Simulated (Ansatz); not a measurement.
Cartesian coordinates in Å:
```
Cl 2.027 -0.512 0.907
C 0.937 0.343 -0.209
Si -0.796 -0.339 -0.011
Cl -1.955 0.507 -1.474
I -1.668 0.218 2.179
H 1.293 0.179 -1.227
H 0.979 1.409 0.014
H -0.816 -1.805 -0.179
```

Total charge 0; spin multiplicity 1. I: def2 effective core potential.

Task: List the CAM-B3LYP/def2-TZVPP orbital energies in eV (Ansatz 0.2.0). (Best estimate.)

Result: Ansatz gave: Occupied: -2764.77, -2764.74, -1803.10, -280.63, -259.56, -259.48, -198.60, -198.60, -198.47, -198.46, -198.35, -198.35, -188.38, -147.50, -134.61, -134.39, -134.39, -102.88, -102.83, -102.77, -54.27, -54.19, -54.19, -54.00, -54.00, -26.02, -25.24, -21.67, -20.87, -16.60, -14.88, -14.00, -13.03, -12.71, -12.00, -11.12, -10.60, -10.33, -9.93, -9.24, -9.18. Lowest empty: 0.26, 0.89, 1.44, 2.18, 2.46, 2.72, 2.98, 4.25.
